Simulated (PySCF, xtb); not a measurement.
H7NO2Si2, SMILES N[Si@H](O)O[SiH3]. Other conformers were not sampled.

Harmonic wavenumbers (cm⁻¹) from xtb with GFN2-xTB at its own minimum, in rising order: 25, 52, 67, 191, 213, 247, 291, 311, 537, 570, 601, 626, 670, 710, 769, 786, 807, 818, 827, 887, 934, 1101, 1528, 2220, 2255, 2272, 2342, 3472, 3524, 3698.

Task: What does PySCF 2.14.0 with PBE-D3(BJ)/def2-SVP give at its own minimum? (The exact figures need the calculation; the answer reports its results.)

Result: 35, 83, 96, 194, 218, 273, 359, 368, 427, 600, 694, 716, 729, 781, 787, 859, 885, 916, 918, 935, 964, 1033, 1490, 2157, 2168, 2178, 2207, 3485, 3582, 3770. Paired by order, the mean absolute difference is 58 cm⁻¹ and the zero-point energies are 47.7 and 48.5 kcal/mol.
